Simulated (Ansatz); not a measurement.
A structure relaxed at PBE0-D4/def2-TZVP, charge 0, multiplicity 1:

Cartesian coordinates in Å:
```
C 1.5092 -0.1687 0.8037
C 0.4585 0.6758 0.1022
N -0.8669 0.1035 0.1621
Ga -1.8800 -0.5000 -1.2176
H 1.2617 -0.2987 1.8612
H 2.4945 0.3021 0.7469
H 1.5717 -1.1609 0.3504
H 0.7316 0.7959 -0.9510
H 0.4624 1.6867 0.5338
H -1.2122 0.0138 1.1061
H -3.2733 -1.1040 -0.8560
H -1.2571 -0.3455 -2.6420
```

(1) Give its formula and SMILES.

(2) Summarise the bond lengths by kind.

Results:

(1) C2H8GaN, `CC[NH][GaH2]`.

(2) 1 × C–C 1.520 Å; 5 × C–H 1.093 to 1.099 Å; 1 × C–N 1.445 Å; 1 × Ga–N 1.815 Å; 1 × H–N 1.009 Å; 2 × Ga–H 1.561 to 1.562 Å.

Computed with Ansatz.
